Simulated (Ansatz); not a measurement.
Ideal-gas functions of ClF$_{2}$GeHO (`[OH][Ge]([F])([F])[Cl]`) at 298.15 K and 1 bar, from an Ansatz frequency run at PBE0-D4/def2-TZVP.

Molar mass 163.07 g/mol, point group Cs (symmetry number 1), electronic degeneracy 1, moments of inertia 143.106, 235.789, 239.599 u Å². Harmonic wavenumbers (cm⁻¹, unscaled): 91, 173, 188, 250, 254, 256, 473, 728, 753, 785, 935, 3873.

Use S(trans) = R[1.5 ln M + 2.5 ln T − 1.1517]; rotational temperatures θ = 24.2544 K / I; S(rot) = R[ln(√π/σ · √(T³/θAθBθC)) + 1.5]; for each mode x = 1.438777 ν̃/T, S = R[x/(eˣ − 1) − ln(1 − e⁻ˣ)] and H = RT x/(eˣ − 1); 1 cm⁻¹ = 0.0119627 kJ/mol; R = 8.31446 J/(mol·K).

Task: By hand: the entropy, in J/(mol·K).

Result: Translation 172.4. Rotation: θ = 0.1695, 0.1029, 0.1012 K, giving 114.6. Vibration, mode by mode: 15.22, 10.05, 9.40, 7.24, 7.12, 7.07, 3.05, 1.15, 1.04, 0.92, 0.51, 0.00, in all 62.8. Electronic 0.0. Sum 349.8 J/(mol·K).

Task: By hand: H − E and G − E in kJ/mol, counted from the electronic energy.

Result: Zero-point energy ½ × 8759 × 0.0119627 = 52.4; thermal vibration 10.4; translation, rotation and pV give 4 RT = 9.9. H − E = 72.7 kJ/mol, and G − E = 72.7 − 298.15 × 349.8/1000 = -31.6 kJ/mol.

Vibration gives 18 % of the entropy, 15.2 J/(mol·K) of it from the mode under 150 cm⁻¹: soft modes count most, and the harmonic formula is weakest for them. The sum counts one conformer and one mirror image; others add a mixing term.
